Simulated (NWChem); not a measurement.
System: CH₈OSi₂; SMILES [SiH2]([SiH3])CO

NWChem input:

```
start job
memory heap 200 mb stack 900 mb global 1100 mb
geometry units angstroms noautosym nocenter noautoz
  O      0.113754     2.755494     0.007735
  C      0.684493     1.451449    -0.008198
  Si    -0.658752     0.078568    -0.057024
  Si     0.244985    -2.095496     0.017273
  H     -0.413229     2.829340     0.824768
  H      1.386793     1.270459     0.843828
  H      1.301312     1.379518    -0.929266
  H     -1.549395     0.283960     1.146728
  H     -1.513669     0.248094    -1.285391
  H      1.140978    -2.331516    -1.171245
  H     -0.844593    -3.135249     0.007403
  H      1.065993    -2.275940     1.268359
end
basis spherical
  O library def2-svp
  C library def2-svp
  Si library def2-svp
  H library def2-svp
end
dft
  xc m05-2x
  iterations 150
end
cosmo
  do_cosmo_smd true
  solvent etoac
end
task dft energy
```

Structure relaxed at the PBE-D3(BJ)/def2-SVP level. Solvent: ethyl acetate.

Level: M05-2X/def2-SVP with SMD (1 M gas to 1 M solution), gas-phase geometry. Reactions with the solvent are ignored.

Task: What results follow from this input? (M05-2X/def2-SVP, SMD on the gas-phase geometry.) Quantities: solvation free energy (kcal/mol); cavity-dispersion-structure term (kcal/mol); dipole in solution (D).

Result: 
```yaml
solvation free energy (kcal/mol): -3.5
cavity-dispersion-structure term (kcal/mol): -0.8
dipole in solution (D): 1.46
```
